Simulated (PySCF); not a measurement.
FH3S3Sn, SMILES [F][Sn]([SH])([SH])[SH]. Coordinates come from a B3LYP-D3(BJ)/def2-SVP optimisation. The structure was generated by enumeration; whether it is a known compound was not checked. The def2 effective core potentials stand for the cores of Sn; spin–orbit coupling is left out. One conformer was computed; it need not be the lowest.

Task: Give the equilibrium geometry at B3LYP-D3(BJ)/def2-SVP (PySCF confirms it by a frequency run) as Cartesian coordinates in Å. (The exact figures need the calculation; the answer reports its results.)

Result: This is not unique; one that fits is 
```xyz
8

F     -1.3059     1.6182    -0.1594
Sn    -0.0854     0.0996    -0.0310
S     -1.0123    -1.6810    -1.3757
S      2.0838     0.6592    -0.9348
S     -0.0368    -0.2250     2.3737
H     -2.2477    -1.5032    -0.8476
H      2.5298     1.0320     0.2888
H     -0.8154     0.8731     2.5333
```
Charge 0, spin multiplicity 1.
